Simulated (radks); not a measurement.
The numbers below are computed, except where a source is named.
Dynamic dipole polarisability and lines of the caesium ion Cs+, [Xe]. Code: a radial shooting solver on a logarithmic mesh with Libxc functionals. Model: scalar-relativistic Kohn-Sham, LDA (Slater exchange, VWN5 correlation), spin-polarised, spherical densities, finite nucleus; Fermi nuclear charge, rms radius of each element as measured or else 0.836 A^(1/3) + 0.57 fm. Time-dependent linear response with the Hartree and adiabatic LDA kernel, continuum included through the Sternheimer equations, no spin-orbit coupling, so fine structure and intercombination lines are absent. Lines are the poles of the dipole polarisability below minus the highest occupied eigenvalue, found on a grid refined at the orbital gaps; the lowest seven at most are given, and weak or close lines can be missed. The first line takes the name of the lowest orbital gap if no other gap lies below it; otherwise a line is named after a gap within 0.6 % of it, if that gap stands alone.

photon energy (eV),alpha (bohr^3)
0,16.21
0.309,16.22
1.546,16.34
2.782,16.63
4.019,17.11
5.256,17.82
6.492,18.83
7.729,20.26
8.966,22.35
10.202,25.60
11.439,31.56
12.676,51.99
13.912,20.72
15.149,65.67
16.386,-173.5
17.622,94.57

Lines (eV, oscillator strength): 13.245 (93.61 nm, 5p-6s), f = 0.457; 16.129 (76.87 nm, unassigned), f = 2.23; 16.993 (72.96 nm, 5p-7s), f = 0.109; 17.690 (70.09 nm, unassigned), f = 0.321; 17.863 (69.41 nm, unassigned), f = 0.0412. Higher lines, where found, are left out when the end of the mesh affects them. Those listed give 58 % of the static polarisability (sum of f/w^2). Orbital energy gaps for comparison: 5p-6s 13.187 eV; 5p-5d 14.363 eV; 5p-7s 16.977 eV; 5p-6d 17.485 eV; 5p-8s 17.857 eV. At laser wavelengths: 1550 nm 16.24, 1064 nm 16.28, 780 nm 16.34, 532 nm 16.50, 355 nm 16.88, 266 nm 17.44, 193 nm 18.76 bohr^3.
